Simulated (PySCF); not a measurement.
C₃H₉Si, charge +1, multiplicity 1. Atoms are numbered in the order given.

```xyz
13

C     -0.4524     1.7544     0.2576
Si    -0.0002     0.0002    -0.0001
C      1.7363    -0.5372     0.2099
C     -1.2837    -1.2173    -0.4675
H      0.1564     2.3933    -0.4076
H     -0.1887     2.0504     1.2897
H     -1.5188     1.9568     0.0837
H      2.0936    -0.9952    -0.7306
H      1.7836    -1.3344     0.9742
H      2.4117     0.2819     0.4949
H     -1.7576    -0.9024    -1.4153
H     -0.8910    -2.2380    -0.5794
H     -2.0876    -1.2142     0.2910
```
Charge +1, spin multiplicity 1.

The structure is a stationary point at ωB97X-D3(BJ)/def2-SVP. The spin state was assumed, not searched. The isomer is the one that the SMILES or the coordinates give; other isomers of the formula were not compared.

Method: PySCF with TDA-PBE/def2-SVPD.

Vertical excitations. Gas-phase values at a fixed geometry.

Question: Give excitation energies, oscillator strengths and character. (An estimate is asked for; the answer gives what the named calculation found.)

Answer: 
| state | energy (eV) | λ (nm) | f | main pairs |
|---|---|---|---|---|
| S1 | 5.19 | 239 | 0.000 | HOMO→LUMO 99 % |
| S2 | 5.19 | 239 | 0.000 | HOMO−1→LUMO 99 % |
| S3 | 6.46 | 192 | 0.003 | HOMO−2→LUMO 100 % |
| S4 | 7.09 | 175 | 0.094 | HOMO−3→LUMO 95 % |
| S5 | 7.09 | 175 | 0.094 | HOMO−4→LUMO 94 % |
| S6 | 7.26 | 171 | 0.000 | HOMO−5→LUMO 100 % |
| S7 | 7.26 | 171 | 0.000 | HOMO−6→LUMO 99 % |
| S8 | 7.80 | 159 | 0.000 | HOMO−7→LUMO 96 % |
| S9 | 8.22 | 151 | 0.144 | HOMO→LUMO+1 90 % |
| S10 | 8.22 | 151 | 0.145 | HOMO−1→LUMO+1 90 % |
| T1 | 4.78 | 260 | 0 | HOMO→LUMO 97 % |
| T2 | 4.78 | 260 | 0 | HOMO−1→LUMO 97 % |
| T3 | 6.31 | 196 | 0 | HOMO−2→LUMO 100 % |
| T4 | 6.43 | 193 | 0 | HOMO−3→LUMO 99 % |
Triplets are in the Tamm–Dancoff approximation.
